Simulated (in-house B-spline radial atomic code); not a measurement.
Radial electron density of Mo⁺, [Ar] 3d10 4s2 4p5 4d5 7s1. Computed with a B-spline radial code for spherical atoms: Dirac-Hartree-Fock, average of configuration, Fermi nucleus of rms radius 4.4091 fm.

Columns: r (bohr), 4πr²n(r) (electrons per bohr), bar.

```
 0.00161    1.962 #
 0.00205    2.995 ##
 0.00262    4.554 ###
 0.00334    6.806 #####
 0.00426    10.01 #######
 0.00544    14.45 ##########
 0.00694    20.25 ##############
 0.00885    27.43 ###################
  0.0113    35.62 ########################
  0.0144    43.73 ##############################
  0.0184    50.31 ##################################
  0.0235    53.44 ####################################
  0.0299    52.27 ###################################
  0.0382    48.09 #################################
  0.0487    45.11 ###############################
  0.0621    47.95 ################################
  0.0793       57 #######################################
   0.101    64.97 ############################################
   0.129    62.59 ##########################################
   0.165    50.01 ##################################
    0.21    41.05 ############################
   0.268    44.67 ##############################
   0.342    50.18 ##################################
   0.436    41.92 ############################
   0.556    24.05 ################
    0.71    12.51 ########
   0.906    10.94 #######
    1.16    10.69 #######
    1.47    7.634 #####
    1.88    3.885 ###
     2.4    1.545 #
    3.06   0.4725 
    3.91    0.097 
    4.98  0.05096 
    6.36  0.04699 
    8.11 0.0007069 
    10.3   0.0564 
    13.2   0.1244 
    16.8   0.0612 
    21.5 0.008144 
    27.4 0.0002738 
      35 1.622e-06 
    44.6 1.25e-09
```

On this grid the curve has 4 maxima, near 0.0235, 0.101, 0.342, 13.2 bohr.

The 4p3/2 radial function P(r) = rR(r), positive near the nucleus, with its small component Q(r) (sign convention: Q ≈ (P' + κP/r)/2c):

```
r (bohr)         P           Q
 0.00205  0.001373  -0.0001059
 0.00334  0.003505  -0.0002705
 0.00544  0.008795  -0.0006793
 0.00885   0.02141   -0.001657
  0.0144   0.04984   -0.003868
  0.0235    0.1081   -0.008463
  0.0382    0.2056    -0.01646
  0.0621    0.3136    -0.02677
   0.101    0.3015    -0.03215
   0.165  -0.01936    -0.02064
   0.268   -0.4736    0.004844
   0.436   -0.3156     0.01648
    0.71    0.5998    0.003474
    1.16     1.013   -0.007563
    1.88    0.4993   -0.004414
    3.06   0.07831  -0.0006717
    4.98    0.0026  -2.116e-05
```
